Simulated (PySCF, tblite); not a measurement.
Compound: C5H12Si2.
SMILES with atom numbers: `[SiH3:1]/[CH:2]=[CH:3]/[SiH2:4][CH:5]1[CH2:6][CH2:7]1` (hydrogens: H8, H9, H10 on Si1; H11 on C2; H12 on C3; H13, H14 on Si4; H15 on C5; H16, H17 on C6; H18, H19 on C7)

Computed with GFN2-xTB (tblite), gas phase: Langevin dynamics at 200 K from the optimised GFN2-xTB geometry, time step 0.5 fs, friction 0.01 fs⁻¹, 2000 steps. Over the second half of the run the saved frames average 199 K.

Frame at 250 fs, instantaneous temperature 179 K:
```
atom  x, y, z in Å
Si1     2.849    1.145    1.484
C2      1.394    0.224    0.721
C3      0.777   -0.757    1.353
Si4    -0.605   -1.690    0.526
C5     -1.750   -0.416   -0.312
C6     -1.468   -0.134   -1.738
C7     -2.618   -0.968   -1.351
H8      4.246    0.682    1.078
H9      2.879    0.754    2.879
H10     2.726    2.596    1.266
H11     0.939    0.730   -0.168
H12     1.230   -1.239    2.214
H13    -0.313   -2.569   -0.567
H14    -1.306   -2.435    1.596
H15    -1.984    0.501    0.294
H16    -0.543   -0.593   -2.158
H17    -1.615    0.876   -2.039
H18    -2.672   -2.092   -1.331
H19    -3.584   -0.557   -1.542
```

Frame at 425 fs, instantaneous temperature 155 K:
```
atom  x, y, z in Å
Si1     3.016    1.136    1.472
C2      1.441    0.294    0.908
C3      1.160   -0.948    1.214
Si4    -0.426   -1.785    0.715
C5     -1.682   -0.655   -0.128
C6     -1.471   -0.208   -1.556
C7     -2.421   -1.293   -1.267
H8      4.106    1.122    0.560
H9      3.399    0.321    2.642
H10     2.784    2.619    1.620
H11     0.813    0.864    0.215
H12     1.769   -1.540    1.943
H13    -0.170   -2.970   -0.190
H14    -1.099   -2.358    1.918
H15    -2.162    0.048    0.552
H16    -0.524   -0.558   -2.059
H17    -1.769    0.760   -1.906
H18    -2.234   -2.286   -1.625
H19    -3.467   -1.054   -1.368
```

Frame at 625 fs, instantaneous temperature 132 K:
```
atom  x, y, z in Å
Si1     3.028    1.901    1.331
C2      1.535    0.813    1.139
C3      1.451   -0.493    1.235
Si4    -0.127   -1.493    1.051
C5     -1.492   -0.753    0.007
C6     -1.326    0.410   -0.994
C7     -1.744   -0.921   -1.494
H8      3.913    1.635    0.129
H9      3.715    1.603    2.688
H10     2.620    3.302    1.352
H11     0.649    1.427    0.958
H12     2.394   -1.090    1.487
H13     0.311   -2.722    0.369
H14    -0.710   -1.634    2.458
H15    -2.429   -0.546    0.539
H16    -0.293    0.713   -1.195
H17    -2.050    1.251   -0.861
H18    -0.987   -1.518   -1.954
H19    -2.783   -1.051   -1.748
```

Frame at 800 fs, instantaneous temperature 227 K:
```
atom  x, y, z in Å
Si1     3.187    2.047    1.030
C2      1.740    0.872    1.255
C3      1.496   -0.305    0.649
Si4    -0.142   -1.214    0.928
C5     -1.705   -0.365    0.305
C6     -1.596    0.910   -0.397
C7     -1.895   -0.341   -1.191
H8      4.263    1.275    0.386
H9      3.778    2.296    2.381
H10     2.751    3.173    0.227
H11     1.009    1.195    1.939
H12     2.212   -0.694   -0.094
H13    -0.090   -2.467    0.135
H14    -0.351   -1.381    2.334
H15    -2.585   -0.335    0.941
H16    -0.594    1.365   -0.539
H17    -2.389    1.623   -0.393
H18    -1.092   -0.823   -1.795
H19    -2.917   -0.486   -1.576
```

Frame at 1000 fs, instantaneous temperature 254 K:
```
atom  x, y, z in Å
Si1     3.264    2.314    0.783
C2      1.902    1.061    1.041
C3      1.636   -0.048    0.339
Si4     0.163   -1.119    0.654
C5     -1.556   -0.523    0.063
C6     -1.973    0.883   -0.249
C7     -1.667   -0.103   -1.385
H8      4.021    1.964   -0.438
H9      4.376    2.228    1.814
H10     2.663    3.652    0.823
H11     1.169    1.312    1.819
H12     2.236   -0.227   -0.515
H13     0.424   -2.458    0.077
H14    -0.003   -1.236    2.111
H15    -2.283   -1.208    0.498
H16    -1.363    1.681    0.008
H17    -3.011    1.106   -0.016
H18    -0.746    0.038   -1.897
H19    -2.458   -0.404   -2.044
```

Question: What do single points at PBE0/pcSseg-1 (PySCF, gas phase) give on these frames?

Answer: 
```tsv
t (fs)	GFN2-xTB E above start (eV)	DFT E above lowest frame (eV)	HOMO (eV)	LUMO (eV)	dipole (D)
250	0.63	0.33	-7.76	-1.23	0.61
425	0.39	0.00	-7.86	-0.88	0.86
625	0.51	0.13	-7.83	-0.90	0.92
800	0.40	0.16	-7.73	-1.08	1.02
1000	0.39	0.04	-7.70	-1.22	1.01
```

The two levels order the frames alike by energy but for pairs within 0.08 eV at one level; measured from each level's lowest frame they differ by 0.15 eV at most. The HOMO–LUMO gap runs from 6.48 to 6.98 eV. These are instantaneous structures, not minima.

Question: And the isotropic GIAO shieldings (ppm) from the same runs?

Answer: 
| atom | 250 fs | 425 fs | 625 fs | 800 fs | 1000 fs | mean | range |
| --- | --- | --- | --- | --- | --- | --- | --- |
| Si1 | 421.6 | 417.0 | 427.7 | 425.9 | 424.2 | 423.3 | 10.7 |
| C2 | 30.3 | 38.0 | 41.6 | 26.1 | 25.5 | 32.3 | 16.1 |
| C3 | 30.2 | 29.0 | 28.0 | 28.6 | 32.1 | 29.6 | 4.1 |
| Si4 | 380.5 | 378.6 | 394.1 | 391.6 | 396.7 | 388.3 | 18.1 |
| C5 | 190.8 | 194.8 | 196.9 | 192.2 | 185.1 | 192.0 | 11.8 |
| C6 | 181.4 | 181.3 | 174.8 | 178.9 | 186.1 | 180.5 | 11.3 |
| C7 | 185.7 | 183.4 | 177.2 | 177.6 | 185.2 | 181.8 | 8.5 |
| H8 | 26.6 | 27.9 | 26.8 | 27.5 | 27.4 | 27.2 | 1.3 |
| H9 | 27.8 | 27.5 | 26.5 | 26.9 | 26.7 | 27.1 | 1.3 |
| H10 | 27.3 | 26.8 | 27.6 | 27.5 | 27.4 | 27.3 | 0.8 |
| H11 | 23.5 | 24.1 | 24.4 | 25.1 | 24.6 | 24.3 | 1.6 |
| H12 | 24.2 | 23.9 | 24.0 | 24.4 | 25.0 | 24.3 | 1.1 |
| H13 | 28.9 | 27.4 | 27.2 | 27.2 | 27.0 | 27.5 | 1.9 |
| H14 | 27.1 | 26.7 | 26.1 | 27.4 | 27.2 | 26.9 | 1.3 |
| H15 | 30.8 | 31.6 | 32.1 | 31.5 | 31.5 | 31.5 | 1.3 |
| H16 | 30.5 | 30.4 | 30.6 | 30.7 | 32.3 | 30.9 | 1.9 |

The cost below is that of the whole dynamics run. Hardware: an AMD EPYC with one thread, shared host. Cost: 57 s, 0.18 GiB resident at most.
